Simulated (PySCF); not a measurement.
Fill in the blanks.

C4H4F3N3O.
Cartesian coordinates in Å at the PBE0-D3(BJ)/def2-SVP level; atoms count from 1:
```
atom  x, y, z in Å
C1    -2.6837    0.4347   -0.0619
C2    -1.3693   -0.2328    0.1352
N3    -1.2465   -1.5092    0.4463
N4     0.0869   -1.6713    0.5267
C5     0.6901   -0.5039    0.2639
O6     2.0344   -0.4325    0.2904
C7     2.6416    0.7719    0.0547
F8     3.9375    0.5587    0.1679
F9     2.2776    1.6828    0.9368
F10    2.3824    1.2201   -1.1592
N11   -0.1792    0.4307    0.0107
H12   -3.2964    0.3716    0.8492
H13   -3.2488   -0.0416   -0.8763
H14   -2.5223    1.4904   -0.3100
H15    0.5021   -2.5656    0.7563
```

```csv
property,level,value
point group,PBE0-D3(BJ)/def2-SVP,?
"rotational constants A, B, C",PBE0-D3(BJ)/def2-SVP,"2.723, 0.668, 0.593 GHz"
dipole moment,CAM-B3LYP/def2-SVPD,?
HOMO energy,CAM-B3LYP/def2-SVPD,?
LUMO energy,CAM-B3LYP/def2-SVPD,1.05 eV
lowest singlet excitation,TDDFT CAM-B3LYP/def2-SVPD,?
strongest line among the 6 lowest singlet transitions,TDDFT CAM-B3LYP/def2-SVPD,?
static isotropic polarisability,CAM-B3LYP/def2-SVPD,?
electronic spatial extent ⟨r²⟩ about the centre of nuclear charge,CAM-B3LYP/def2-SVPD,1806 bohr²
```

Electronic properties: PySCF, gas phase, density fitting.

(1) The HOMO energy?

(2) Give the dipole moment.

(3) The strongest line among the 6 lowest singlet transitions?

(4) Give the point group.

(5) The static isotropic polarisability?

(6) The lowest singlet excitation?

Results:

(1) -8.93 eV.

(2) 1.73 D.

(3) S2 at 7.00 eV (177 nm, f = 0.131).

(4) Cs.

(5) 72.3 au.

(6) 6.85 eV (181 nm, f = 0.005).

A dipole of 1.73 D is allowed in Cs, and pure rotational transitions are dipole-allowed. No computed singlet falls in the visible range (750 to 380 nm, 1.65 to 3.26 eV); S1 lies 3.59 eV above its blue end. With B = h/(8π²I), that is 505.379 GHz u Å² over I, the principal moments of inertia are 185.6, 757.0 and 851.6 u Å² (most abundant isotopes). The rotational constants make it an asymmetric top with κ = (2B − A − C)/(A − C) = -0.93, nearer the prolate limit (−1). The principal polarisabilities are 51.9, 73.5 and 91.6 au; their mean is the isotropic value.

One conformer stands for the species.
